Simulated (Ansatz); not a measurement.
Single points on the cluster Na₅⁺.

```yaml
crystal:
  periodic: [false, false, false]
  atoms:
    - {symbol: Na, position_ang: [1.762192, 1.920115, 2.478365]}
    - {symbol: Na, position_ang: [3.600693, 1.055664, -0.173380]}
    - {symbol: Na, position_ang: [0.072763, -0.059164, -0.096835]}
    - {symbol: Na, position_ang: [-1.860392, -2.556290, -2.025703]}
    - {symbol: Na, position_ang: [-3.575256, -0.360326, -0.182447]}
basis:
  gaussian: {orbitals: def2-TZVP, initial_orbitals: start.molden}
total_charge: 1
hamiltonian: {xc: {name: BHLYP}}
scf: {omitted_lower_state_checks: [starts]}
output: {orbitals: {seedname: orbitals}}
```

The file start.molden holds the orbitals of an earlier run on this structure, at another level or in another basis.

```sh
$ ansatz run in.yaml --threads 4 --pin off --events-out ev --progress --plain --max-ram 3916MiB
```

Output, abridged:

```
Functional definition: BHLYP
1470 factors; their error is unknown
mean field evaluation 1: about -22075.7822 eV, gradient 7.3e0 eV
mean field evaluation 2: about -22075.8117 eV, gradient 6.9e-2 eV
mean field evaluation 4: about -22076.1195 eV, gradient 3.2e-4 eV
mean field -22076.11954336 eV, -811.2824294872 hartree, gradient 1.2e-5 eV, S^2 0.000000; 0 other end points of the search recorded, 0 dependent functions left out
reference -22076.11974268 eV, -811.2824368123 hartree; 27, 27 occupied and 133, 133 virtual orbitals, 1470 factors
Total energy: -22076.11974268 eV, -811.2824368123 hartree
Checks for a lower state left out: starts
```

It took 3.1 s on 4 threads of Arm Neoverse V1 on a shared host.

The first input with `hamiltonian: {xc: {name: r2SCANh}}` (abridged; 5.5 s):

```
Functional definition: r2SCANh
mean field -22072.52332919 eV, -811.1502710542 hartree, gradient 1.8e-5 eV, S^2 0.000000
Total energy: -22072.52334667 eV, -811.1502716965 hartree
Checks for a lower state left out: starts
```

As the first input, with `hamiltonian: {xc: r2scan}` (abridged; 4.2 s):

```
Functional definition: r2SCAN
mean field -22072.89300357 eV, -811.1638563369 hartree, gradient 1.2e-5 eV, S^2 0.000000
Total energy: -22072.89302257 eV, -811.1638570352 hartree
Checks for a lower state left out: starts
```

As the first input, with `gaussian: {orbitals: def2-TZVPP, initial_orbitals: start.molden}`, `correlation: {method: ccsd_t}` and without the key `hamiltonian` (abridged; 78 s):

```
Functional definition: HF
mean field -22018.18207860 eV, -809.1532669287 hartree, gradient 5.2e-6 eV, S^2 0.000000; unrestricted orbitals would lower it
5 core orbitals not correlated: weight in the atoms' cores, before any rotation towards them, 1.000 or more for the frozen orbitals, at most 0.000 for the correlated occupied ones
second order -23.43015637 eV of doubles, -0.00000000 eV of singles
cycle   1  -24.06875344 eV  change   -6.4e-1 eV  update   9.9e-2
cycle   2  -24.47076864 eV  change   -4.0e-1 eV  update   4.0e-2
cycle   3  -24.48316284 eV  change   -1.2e-2 eV  update   1.6e-2
cycle   4  -24.47410319 eV  change    9.1e-3 eV  update   5.0e-3
cycle   5  -24.47477889 eV  change   -6.8e-4 eV  update   2.1e-3
cycle   6  -24.47627827 eV  change   -1.5e-3 eV  update   8.7e-4
cycle   7  -24.47627501 eV  change    3.3e-6 eV  update   4.2e-4
cycle   8  -24.47618552 eV  change    8.9e-5 eV  update   2.1e-4
cycle   9  -24.47620894 eV  change   -2.3e-5 eV  update   8.4e-5
cycle  10  -24.47618056 eV  change    2.8e-5 eV  update   3.3e-5
perturbative correction -0.38371747 eV, -0.0141013568 hartree
Total energy: -22043.04197662 eV, -810.0668513304 hartree
Checks for a lower state left out: starts
```

The first input with `hamiltonian: {xc: pbe0}` (abridged; 2.7 s):

```
Functional definition: PBE0
mean field -22063.60678091 eV, -810.8225939487 hartree, gradient 3.2e-5 eV, S^2 0.000000
Total energy: -22063.60682028 eV, -810.8225953954 hartree
Checks for a lower state left out: starts
```

The first input with `hamiltonian: {xc: pbe}`, `output: {forces: true, orbitals: {seedname: orbitals}}` (abridged; 2.2 s):

```
Functional definition: PBE
mean field -22061.70627056 eV, -810.7527514814 hartree, gradient 2.5e-5 eV, S^2 0.000000
Total energy: -22061.70632306 eV, -810.7527534109 hartree
Atom 0 force     0.022252    -0.035978    -0.072983 eV/Å
Atom 1 force    -0.069742     0.006453     0.049299 eV/Å
Atom 2 force    -0.004718     0.003635     0.006498 eV/Å
Atom 3 force    -0.012793     0.064802     0.054709 eV/Å
Atom 4 force     0.065001    -0.038912    -0.037524 eV/Å
Dipole moment:    -0.001889     0.000868     0.003182 e Å
Checks for a lower state left out: starts
```

Geometry: r2SCAN/def2-SVP.

Correlated methods freeze 5 core orbitals; core or outer-core shells of Na are correlated, in sets that lack core-valence functions. The restricted singlet is unstable towards broken spin symmetry in Hartree–Fock (as tested in another run); at BHLYP/def2-TZVP, r2SCANh/def2-TZVP, r2SCAN/def2-TZVP, PBE0/def2-TZVP and others this wasn't settled. At CCSD(T)/def2-TZVPP the restricted singlet (for correlated methods, its reference) is unstable: a solution with broken spin symmetry lies lower. The structure comes from a short search, and lower isomers may exist.
